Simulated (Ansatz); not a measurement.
Reaction (formal exchange of groups at the Si–S bond): `F[Si](F)(S)[GeH3]` + CH₄ → `C[Si](F)(F)[GeH3]` + H₂S

Isolated molecules relaxed with PBE0-D4/def2-TZVP in Ansatz; ΔE leaves out vibrations. CBS: MP2 limit from def2 TZ/QZ plus the TZ coupled-cluster correction, frozen cores. This one scheme is used for every species. For Ge outer-core shells are correlated without core-valence functions, which leaves a few kJ/mol of doubt a bond. Scalar relativity is left out up to krypton. Each species was taken in one conformer, which may not be the lowest.

| level | ΔE (kcal/mol) |
| --- | --- |
| MP2/def2-TZVPP | 14.5 |
| CCSD/def2-TZVPP | 12.8 |

Question: What does CCSD(T)/CBS give? (An estimate is asked.)

Answer: Ansatz gave: +14.0 kcal/mol. The listed levels differ from it by 0.5, -1.2 kcal/mol.

Largest T1 diagnostic among the species: 0.012.

CCSD(T)/CBS has its own doubt, a few kJ/mol and more with outer-core shells, so smaller differences from it don't rank the levels.
